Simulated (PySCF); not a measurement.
C₂H₃N₃.

```xyz
8

C      0.0210     1.1189     0.0000
N      1.1594     0.3700     0.0000
C      0.6946    -0.8663     0.0000
N     -0.6594    -0.8427     0.0000
N     -1.1112     0.4268     0.0000
H      0.0229     2.2077     0.0000
H      1.2785    -1.7855     0.0000
H     -1.3173    -1.6161     0.0000
```

Geometry optimised at TPSSh-D3(BJ)/def2-SVP.

The numbers are results of PySCF with HF/pcSseg-1, not measurements. Non-relativistic, no solvent.

Computed absolute GIAO shielding of each atom: isotropic value and principal components (ppm):
```
atom  σ(iso)     σ11     σ22    σ33   span
----  ------  ------  ------  -----  -----
C1      25.5   -78.8    33.8  121.4  200.2
N2     -22.2  -215.3  -101.6  250.2  465.5
C3      34.2   -53.4    24.4  131.6  185.0
N4      45.0   -91.3    76.8  149.4  240.8
N5     -72.9  -328.0   -85.9  195.2  523.3
H6      23.3    20.3    24.1   25.5    5.2
H7      23.2    20.4    23.6   25.6    5.2
H8      21.7    16.7    22.8   25.7    9.0
```
